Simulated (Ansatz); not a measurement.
Species: CH4BS2, charge 0, multiplicity 2. It need not be the lowest isomer of its formula. 
Structure (B3LYP-D3(BJ)/def2-TZVP (Ansatz, a program for electronic structure) minimum search):
```xyz
8

C     -1.6157    -0.2397     0.9688
B     -0.3243    -0.0528     0.1974
S     -0.1751     1.4348    -0.8318
S      1.0501    -1.2346     0.2619
H     -2.4308     0.4742     0.9223
H     -1.8009    -1.0939     1.6101
H      1.0591     1.2305    -1.3235
H      0.4880    -2.1133     1.1090
```
Charge 0, spin multiplicity 2.

Basis-set convergence of Hartree-Fock and CCSD correlation energies (hartree) with Ansatz. Correlated levels leave the core frozen unless marked. UHF or UKS for open shells. No spin-orbit coupling. No relativistic terms.

```tsv
basis	functions	E(HF)	E(corr, CCSD)
aug-cc-pV(D+d)Z	146	-859.99824	-0.54926
aug-cc-pV(T+d)Z	294	-860.03660	-0.65963
aug-cc-pV(Q+d)Z	522	-860.04646	-0.69224
```

Extrapolating the two largest sets (X = 3 and 4) as X^-3: E(corr) = (64·(-0.69224) - 27·(-0.65963))/37 = -0.7160 Eh, an estimate of the basis-set limit. The largest set recovers 96.7 % of it, the smallest 76.7 %.
